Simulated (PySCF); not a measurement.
CH7FO2Si2, SMILES O[SiH2][C@@H](O)[SiH2]F.

Geometry: PBE0-D3(BJ)/def2-SVP. The structure was generated by enumeration; whether it is a known compound was not checked. The values are those of a single conformer.

Method: TDA-PBE/def2-SVPD in PySCF 2.14.0.

Vertical excitations. The molecule is in vacuum.

Computed excitation energies, oscillator strengths and character:
```json
[
 {"state": "S1", "energy (eV)": "4.78", "λ (nm)": "260", "f": "0.003", "main pairs": "HOMO→LUMO 99 %"},
 {"state": "S2", "energy (eV)": "5.82", "λ (nm)": "213", "f": "0.001", "main pairs": "HOMO→LUMO+1 94 %"},
 {"state": "S3", "energy (eV)": "5.87", "λ (nm)": "211", "f": "0.006", "main pairs": "HOMO−1→LUMO 89 %"},
 {"state": "S4", "energy (eV)": "5.96", "λ (nm)": "208", "f": "0.002", "main pairs": "HOMO−2→LUMO 87 %"},
 {"state": "S5", "energy (eV)": "6.26", "λ (nm)": "198", "f": "0.005", "main pairs": "HOMO→LUMO+2 98 %"},
 {"state": "S6", "energy (eV)": "6.60", "λ (nm)": "188", "f": "0.045", "main pairs": "HOMO→LUMO+3 96 %"},
 {"state": "S7", "energy (eV)": "6.79", "λ (nm)": "183", "f": "0.006", "main pairs": "HOMO−3→LUMO 77 %, HOMO→LUMO+4 21 %"},
 {"state": "S8", "energy (eV)": "6.80", "λ (nm)": "182", "f": "0.036", "main pairs": "HOMO→LUMO+4 71 %, HOMO−3→LUMO 21 %"},
 {"state": "S9", "energy (eV)": "6.93", "λ (nm)": "179", "f": "0.007", "main pairs": "HOMO−1→LUMO+1 83 %, HOMO→LUMO+5 14 %"},
 {"state": "S10", "energy (eV)": "6.99", "λ (nm)": "177", "f": "0.036", "main pairs": "HOMO→LUMO+5 70 %, HOMO−2→LUMO+1 12 %"},
 {"state": "T1", "energy (eV)": "4.52", "λ (nm)": "274", "f": "0", "main pairs": "HOMO→LUMO 100 %"},
 {"state": "T2", "energy (eV)": "5.63", "λ (nm)": "220", "f": "0", "main pairs": "HOMO−1→LUMO 76 %, HOMO−2→LUMO 12 %, HOMO→LUMO+1 11 %"},
 {"state": "T3", "energy (eV)": "5.67", "λ (nm)": "219", "f": "0", "main pairs": "HOMO→LUMO+1 86 %, HOMO−1→LUMO 14 %"},
 {"state": "T4", "energy (eV)": "5.76", "λ (nm)": "215", "f": "0", "main pairs": "HOMO−2→LUMO 88 %"}
]
```
Triplets are in the Tamm–Dancoff approximation.
